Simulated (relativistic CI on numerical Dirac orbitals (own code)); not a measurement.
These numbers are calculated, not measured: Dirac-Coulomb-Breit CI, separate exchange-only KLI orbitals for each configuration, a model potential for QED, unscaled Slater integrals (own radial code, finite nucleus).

CI space (outside the closed core [Ne]): 3s²3p⁶3d⁸, 3s²3p⁵3d⁹, 3s²3p⁴3d¹⁰, 3s²3p⁶3d⁷4s, 3s3p⁶3d⁹, 3s²3p⁶3d⁷4p, 3s²3p⁶3d⁶4s², 3s²3p⁶3d⁷4d, 3p⁶3d¹⁰, 3s²3p⁶3d⁶4s4p, 3s²3p⁶3d⁷5s, 3s²3p⁶3d⁷4f, 3s²3p⁶3d⁶4p², 3s²3p⁶3d⁷5p, 3s²3p⁶3d⁶4s4d, 3s²3p⁶3d⁷5d, 3s²3p⁶3d⁶4p4d, 3s²3p⁵3d⁸4s, 3s²3p⁶3d⁷5f, 3s²3p⁶3d⁷6s, 3s3p⁵3d¹⁰, 3s²3p⁶3d⁷5g, 3s²3p⁶3d⁷6p, 3s²3p⁶3d⁷6d, 3s²3p⁶3d⁶4d², 3s²3p⁵3d⁸4p, 3s²3p⁵3d⁷4s², 3s²3p⁴3d⁹4s, 3s²3p⁵3d⁷4s4p, 3s²3p⁴3d⁹4p, 3s²3p⁵3d⁸4d, 3s²3p⁵3d⁷4p², 3s3p⁶3d⁸4s, 3s²3p⁴3d⁹4d, 3s3p⁶3d⁷4s², 3s3p⁶3d⁸5s. Levels of other configurations are missing.

At this charge energies of transitions that change n are usually good to better than 1 %, and those within a shell (Δn = 0) to a few per cent. Terms inside the open d or f shell come out 10 to 20 % too wide with unscaled integrals.

Outline of the computed level scheme of Br X. Lowest level of each configuration: 3s²3p⁶3d⁸ ³F4 at 0.000 eV; 3s²3p⁶3d⁷4s ⁵F5 at 94.542 eV; 3s²3p⁵3d⁹ ³F°4 at 111.309 eV.

Some strong electric-dipole decays among the lowest 45 levels: 3s²3p⁵3d⁹ ³F°4 → 3s²3p⁶3d⁸ ³F4 (1.1e+11 s⁻¹); 3s²3p⁵3d⁹ ³F°4 → 3s²3p⁶3d⁸ ³F3 (6.9e+09 s⁻¹).

LS names give the leading component of a level, which can be under half, so a name can repeat, a term be missing and a line seem to break the LS rules.
